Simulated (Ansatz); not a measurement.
System: AsH₂, charge 0, multiplicity 2. SMILES: [AsH2]
Geometry: optimised at B3LYP-D3(BJ)/def2-TZVP (Ansatz, a first-principles code).

Computed values are from Ansatz. Cores are frozen in the correlated levels unless marked. Open shells are spin-unrestricted. Spin-orbit coupling is left out. Frozen are the shells of the preceding noble gas and the d and f shells that filled before the atom's block. No relativistic terms. Basis-set limits of correlation are two-point, X^-3; Hartree-Fock from the larger set (for Q and 5 zeta extrapolated as (X+1)exp(-9√X)).

### Question
What is the total energy at CCSD(T)/CBS(cc-pVQZ,cc-pV5Z)?

### Answer
-2235.5578 Eh.

### Question
What is the T1 diagnostic at CCSD/cc-pV5Z?

### Answer
0.015.

### Question
What is the dipole moment at CCSD(T)/aug-cc-pVDZ?

### Answer
0.23 D.

### Question
What is the vertical electron affinity (to the singlet; negative means unbound) at CCSD(T)/CBS(aug-cc-pVTZ,aug-cc-pVQZ)?

### Answer
1.29 eV.

### Question
What is the atomisation energy De at CCSD(T)/CBS(cc-pVQZ,cc-pV5Z)?

### Answer
582.7 kJ/mol.
